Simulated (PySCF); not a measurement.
Broadened absorption spectrum of (2-hydroxy-2-methylpropyl)methylphenylphosphine sulfide

Compound: (2-hydroxy-2-methylpropyl)methylphenylphosphine sulfide, C11H17OPS.
Geometry (PBE0-D3(BJ)/def2-SVP, Å), atoms numbered from 1 in this order:
```xyz
31
C11H17OPS angstrom
C     -3.6463   -0.3066    1.3975
C     -2.6933   -0.0430    0.2389
C     -2.2123    1.4082    0.2652
O     -3.4266   -0.3018   -0.9298
C     -1.5168   -1.0416    0.3468
P     -0.1423   -0.8316   -0.8449
C      0.7893   -2.3892   -0.7154
S     -0.7046   -0.4273   -2.6885
C      0.9855    0.4205   -0.1359
C      1.4130    1.4819   -0.9357
C      2.2838    2.4386   -0.4175
C      2.7300    2.3392    0.8990
C      2.3080    1.2775    1.7002
C      1.4395    0.3188    1.1848
H     -3.9655   -1.3593    1.3995
H     -4.5426    0.3184    1.2736
H     -3.1801   -0.0707    2.3656
H     -1.6028    1.6275    1.1554
H     -1.6122    1.6322   -0.6294
H     -3.0850    2.0772    0.2591
H     -2.8143   -0.2281   -1.6838
H     -1.0777   -1.0301    1.3582
H     -1.9196   -2.0510    0.1651
H      1.6928   -2.2971   -1.3337
H      1.0710   -2.6058    0.3256
H      0.1638   -3.2002   -1.1142
H      1.0440    1.5427   -1.9640
H      2.6133    3.2686   -1.0468
H      3.4100    3.0917    1.3051
H      2.6572    1.1962    2.7322
H      1.1184   -0.5085    1.8242
```

Method: TDDFT wB97X-D/def2-SVPD, vertical, gas phase, core orbitals frozen in the response in PySCF 2.14.0, density-fitted response routines.

Broadening: Gaussians 0.5 eV wide at half height, area fixed by f = 4.319×10⁻⁹ ∫ε dν̃. The width is an assumption, not a result. The curve ends short of the highest state used, and states not computed would add to its high-energy end.

```json
{"E (eV)": "4.47", "ε (L mol⁻¹ cm⁻¹)": "0"}
{"E (eV)": "4.53", "ε (L mol⁻¹ cm⁻¹)": "1"}
{"E (eV)": "4.59", "ε (L mol⁻¹ cm⁻¹)": "2"}
{"E (eV)": "4.65", "ε (L mol⁻¹ cm⁻¹)": "5"}
{"E (eV)": "4.72", "ε (L mol⁻¹ cm⁻¹)": "13"}
{"E (eV)": "4.78", "ε (L mol⁻¹ cm⁻¹)": "27"}
{"E (eV)": "4.84", "ε (L mol⁻¹ cm⁻¹)": "52"}
{"E (eV)": "4.90", "ε (L mol⁻¹ cm⁻¹)": "93"}
{"E (eV)": "4.96", "ε (L mol⁻¹ cm⁻¹)": "155"}
{"E (eV)": "5.03", "ε (L mol⁻¹ cm⁻¹)": "259"}
{"E (eV)": "5.09", "ε (L mol⁻¹ cm⁻¹)": "375"}
{"E (eV)": "5.15", "ε (L mol⁻¹ cm⁻¹)": "507"}
{"E (eV)": "5.21", "ε (L mol⁻¹ cm⁻¹)": "643"}
{"E (eV)": "5.27", "ε (L mol⁻¹ cm⁻¹)": "765"}
{"E (eV)": "5.34", "ε (L mol⁻¹ cm⁻¹)": "870"}
{"E (eV)": "5.40", "ε (L mol⁻¹ cm⁻¹)": "926"}
{"E (eV)": "5.46", "ε (L mol⁻¹ cm⁻¹)": "969"}
{"E (eV)": "5.52", "ε (L mol⁻¹ cm⁻¹)": "1042"}
{"E (eV)": "5.58", "ε (L mol⁻¹ cm⁻¹)": "1211"}
{"E (eV)": "5.64", "ε (L mol⁻¹ cm⁻¹)": "1552"}
{"E (eV)": "5.71", "ε (L mol⁻¹ cm⁻¹)": "2253"}
{"E (eV)": "5.77", "ε (L mol⁻¹ cm⁻¹)": "3145"}
{"E (eV)": "5.83", "ε (L mol⁻¹ cm⁻¹)": "4265"}
{"E (eV)": "5.89", "ε (L mol⁻¹ cm⁻¹)": "5497"}
{"E (eV)": "5.95", "ε (L mol⁻¹ cm⁻¹)": "6662"}
{"E (eV)": "6.02", "ε (L mol⁻¹ cm⁻¹)": "7668"}
{"E (eV)": "6.08", "ε (L mol⁻¹ cm⁻¹)": "8040"}
{"E (eV)": "6.14", "ε (L mol⁻¹ cm⁻¹)": "7893"}
{"E (eV)": "6.20", "ε (L mol⁻¹ cm⁻¹)": "7307"}
{"E (eV)": "6.26", "ε (L mol⁻¹ cm⁻¹)": "6496"}
```

(1) Locate the maxima and give the states behind the curve.

(2) On this curve, what absorbance would a 10⁻⁵ mol/L sample give at 266 nm over a 1 cm path?

(3) Coming from long wavelengths, where does ε first pass 100 L mol⁻¹ cm⁻¹?

Answers

(1) 204 nm (6.09 eV), ε about 8100, made up of S5 (18%), S6 (37%) and S7 (33%) (ε in L mol⁻¹ cm⁻¹; maxima over ε = 5, shares over 10%). The states used: S1 5.22 eV (f 0.0022); S2 5.31 eV (f 0.0028); S3 5.42 eV (f 0.012); S4 5.93 eV (f 0.0054); S5 5.98 eV (f 0.031); S6 6.08 eV (f 0.055); S7 6.14 eV (f 0.051); S8 6.20 eV (f 0.016); S9 6.83 eV (f 0.151); S10 6.86 eV (f 0.319).

(2) 266 nm is 4.661 eV, where ε is about 6.3 L mol⁻¹ cm⁻¹, so A = ε c l ≈ 6.3e-05 (Beer–Lambert, with the gas-phase spectrum and the assumed width).

(3) At about 253 nm (4.91 eV), 0.31 eV below S1.

One conformer stands for the species.
